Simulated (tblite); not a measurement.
Start geometry of `C#C[SiH2]S[Si@H](C)CC=C` from a force field or distance geometry (Å):
```
atom  x, y, z in Å
C1     5.0869   -0.0216    1.3872
C2     4.2818   -0.1566    0.4866
Si3    3.0846   -0.3959   -0.8299
S4     1.3311   -1.3702   -0.1185
Si5   -0.3548   -0.0925   -0.5366
C6    -0.0328    1.4936    0.3864
C7    -1.9055   -0.8269    0.1224
C8    -3.1482   -0.3104   -0.4989
C9    -4.1051    0.3035    0.2110
H10    5.7625    0.1018    2.1944
H11    2.7483    0.9246   -1.3801
H12    3.7153   -1.2157   -1.8906
H13   -0.4055    0.1628   -1.9777
H14    1.0486    1.7749    0.3246
H15   -0.2855    1.3403    1.4594
H16   -0.6663    2.3028   -0.0413
H17   -1.9785   -0.5472    1.2065
H18   -1.9173   -1.9557    0.1111
H19   -3.2646   -0.4621   -1.5785
H20   -4.0129    0.4651    1.2856
H21   -4.9910    0.6570   -0.3235
```

Q: What comes out of this run: GFN2-xTB geometry optimisation, gas phase (tblite)?

A: 
```
atom  x, y, z in Å
C1     3.7998    0.7785    1.5715
C2     3.5425    0.1964    0.5508
Si3    3.0983   -0.7322   -0.9839
S4     1.2354   -1.7722   -0.6780
Si5   -0.2577   -0.2161   -0.7742
C6     0.1917    1.2448    0.3468
C7    -1.8818   -1.0273   -0.1973
C8    -3.0029   -0.0582   -0.3012
C9    -3.5251    0.5998    0.7183
H10    4.0307    1.2916    2.4610
H11    2.9264    0.2198   -2.0787
H12    4.0507   -1.8014   -1.2373
H13   -0.3389    0.2097   -2.1763
H14    1.0619    1.7799   -0.0219
H15    0.4213    0.9080    1.3543
H16   -0.6354    1.9450    0.4092
H17   -1.7702   -1.3660    0.8334
H18   -2.0858   -1.9041   -0.8118
H19   -3.3694    0.1192   -1.3040
H20   -3.1767    0.4457    1.7267
H21   -4.3237    1.3108    0.5922
```

The energy falls by 9.9 kcal/mol over 183 L-BFGS steps, the largest force on an atom goes from 2.72 to 0.007 eV/Å, and the atoms move by 0.902 Å rms after alignment. The bond that changes most is Si5–C7 (SiH silicon to sp3 carbon bound to silicon), which lengthens by 0.067 Å. Bonds longer at the end by more than 0.005 Å: 4 of 20; shorter: 13. Among the angles that change most is H11–Si3–H12, from 109.1° to 115.2°. Among the dihedrals that turn most is H12–Si3–S4–Si5, from -118° to -167°. Rotational constants go from 2791, 380.9, 365.6 to 1843, 494.6, 421.3 MHz. The orientation of the end geometry is arbitrary; only internal coordinates are fixed.

Hardware: Arm Neoverse N1, one thread, no GPU, shared host with 64 logical CPUs at a one-minute load of 56. Cost: 3.6 s of wall time.

Its GFN2-xTB frequencies are all real (lowest 17 cm⁻¹). One conformer, not necessarily the lowest. 3 starts were optimised and ended at 0.00, 0.04 and 0.69 kcal/mol (GFN2-xTB); the lowest of these is shown.

All values are computed, not measured.
